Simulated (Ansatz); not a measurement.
Geometry optimisation, RKS PBE/def2-SVPD in Ansatz.

The input (input.yaml):

```yaml
crystal:
  periodic: [false, false, false]
  atoms:
    - { symbol: C, position_ang: [-0.8955, -1.9828, 0.2005] }
    - { symbol: C, position_ang: [-0.424, -0.8605, 0.0804] }
    - { symbol: Sn, position_ang: [0.4562, 1.0199, -0.1192] }
    - { symbol: H, position_ang: [-1.51256, -0.91386, 0.06347] }
    - { symbol: H, position_ang: [0.1854, 1.6495, -1.7243] }
    - { symbol: H, position_ang: [-0.1728, 2.1237, 1.0935] }
    - { symbol: H, position_ang: [2.2415, 0.858, 0.1441] }
basis:
  gaussian: { orbitals: def2-SVPD }
hamiltonian:
  xc: pbe
relax:
  f_tol: 0.02
  max_steps: 50
output:
  orbitals: {}
```

Command:

```bash
$ ansatz run input.yaml --threads 2 --pin off --max-ram 3072MiB --backend cpu --events-out ev --progress --plain --runs-dir out
```

Q: Where does it end, and by what steps?

A: The run converged. After 6 steps the energy has fallen by 0.511 eV; H4 moved furthest, 0.16 Å.

```
step  energy less start (eV)  largest force component (eV/Å)  accepted
   0                  0.0000                           5.506       yes
   1                 -0.3684                           1.749       yes
   2                 -0.4975                           0.506       yes
   3                 -0.5092                           0.092       yes
   4                 -0.5104                           0.128       yes
   5                 -0.5112                           0.046       yes
   6                 -0.5115                           0.018       yes
```

```xyz
7
Properties=species:S:1:pos:R:3
C -0.807 -2.027 0.229
C -0.432 -0.807 0.084
Sn 0.521 1.105 -0.121
H -1.648 -1.001 0.043
H 0.201 1.683 -1.707
H -0.144 2.146 1.073
H 2.188 0.794 0.137
```

Time of the run: 13 s on 2 threads of Intel(R) Xeon(R) Platinum 8488C (Sapphire Rapids) (shared host), peak memory 0.15 GiB.
